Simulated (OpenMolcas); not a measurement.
**What dynamic correlation does to the levels of Co6+**

```
Program             : OpenMolcas 26.06
Basis               : ANO-RCC-VTZP [6s5p3d2f1g]
Scalar Hamiltonian  : DKH2, point nucleus
Active space        : 9 electrons in 8 orbitals (RAS1 3p, at most 2 holes; RAS2 3d)
State averaging     : 2S+1 = 4 even, 10 roots; 2S+1 = 2 even, 40 roots
Spin-orbit coupling : state interaction with AMFI integrals over the reference wave functions, term energies averaged over their components
```

Methods on the same reference wave functions:
A. RASSCF
B. SS-RASPT2, IPEA 0.25 Eh, imaginary shift 0.1 Eh (closed shells correlated: 3s)
C. MS-RASPT2, IPEA 0.25 Eh, imaginary shift 0.1 Eh (closed shells correlated: 3s)

Energies in cm-1 above 3d3 4F 3/2, the measured ground level; measured values from Sugar and Corliss, J. Phys. Chem. Ref. Data 10, 1097 (1981).

| Level | A | B | C | Measured |
| --- | --- | --- | --- | --- |
| 3d3 4F 3/2 | 0.0 | 0.0 | 0.0 | 0.0 |
| 3d3 4F 5/2 | 750 | 752 | 751 | 698 |
| 3d3 4F 7/2 | 1752 | 1753 | 1752 | 1610 |
| 3d3 4F 9/2 | 2966 | 2960 | 2960 | 2723 |
| 3d3 4P 1/2 | 24193 | 22170 | 22170 | 21096 |
| 3d3 4P 3/2 | 24384 | 22390 | 22390 | 21304 |
| 3d3 4P 5/2 | 25409 | 23360 | 23360 | 22187 |
| 3d3 2G 7/2 | 26539 | 24460 | 24460 |  |
| 3d3 2G 9/2 | 27537 | 25440 | 25440 |  |
| 3d3 2P 3/2 [60 %] | 31746 | 31010 | 30990 |  |
| 3d3 2P 1/2 | 31818 | 31260 | 31260 |  |
| 3d3 2D 3/2(1) [63 %] | 35239 | 34400 | 34400 |  |
| 3d3 2D 5/2(1) | 35482 | 34490 | 34360 |  |
| 3d3 2H 9/2 | 36816 | 33670 | 33670 |  |
| 3d3 2H 11/2 | 37531 | 34360 | 34350 |  |
| 3d3 2F 7/2 | 58598 | 54240 | 54240 |  |
| 3d3 2F 5/2 | 59019 | 54660 | 54660 |  |
| 3d3 2D 5/2(2) | 87093 | 84140 | 84270 |  |
| 3d3 2D 3/2(2) | 87687 | 84740 | 84760 |  |

Deviations, from unrounded energies. A percentage is the sum of absolute deviations over the sum of measured energies, with the sign that they share, or ± where signs differ.

| Against measurement | Levels | A | B | C |
| --- | --- | --- | --- | --- |
| mean absolute deviation (cm-1) | 6 | 1600 | 630 | 630 |
| fine structure of the ground term (%) | 3 | +8.7 | +8.7 | +8.6 |
| other terms of the ground configuration (%) | 3 | +14.6 | +5.2 | +5.2 |

B, C lie about equally close to measurement and A furthest from it. The largest miss of C in the table is 3d3 4P 5/2, by +1200 cm-1. The ranking rests on the paired levels alone, and a cruder setting can come out closer through cancelling errors.

Between B and C the level of the table that moves most is 3d3 2D 5/2(1), by 130 cm-1 (lowest in C, highest in B). Moves below CASPT2's spread within the term are not significant.

The two smallest mean deviations differ by little beside CASPT2's spread within terms, so their order carries little weight.

From A to B the spin-free energies of the other terms of 3d3 shown, above 4F, scale by factors of 0.91 to 0.98.

The lowest spin-free term lies below A's lowest term by 0.204 hartree in B, 0.204 hartree in C.

Term energies are means over components that CASPT2 splits; among the terms shown or strongly mixed into the levels shown the widest spread is 950 cm-1 (3d3 4F, C). Active for correlation alone: 3p; no level in the range computed is led by a configuration that opens it, so any true level of that kind is missing. Without dynamic correlation excited terms often stand tens of per cent too high (terms of higher spin than the ground term too low), and those without a measured partner can miss by more than the paired ones (holds for A). The CASPT2 spread within a term exceeds the gap to the next term for 3d3 2D(1) and 3d3 2H, so the order of their levels is uncertain (holds for C). Measured partners are found by configuration, term and J. A level has none where our copy of the source lacks it or the pairing is in doubt (some pairs that miss far off the trend of their configuration count as doubtful), and it then counts in no deviation. Levels of configurations outside the active space are missing.

A share in square brackets marks a mixed level and gives the weight of the term that names it, the lowest over the columns. A number in round brackets counts repeated terms of one configuration in the order of the reference energies.
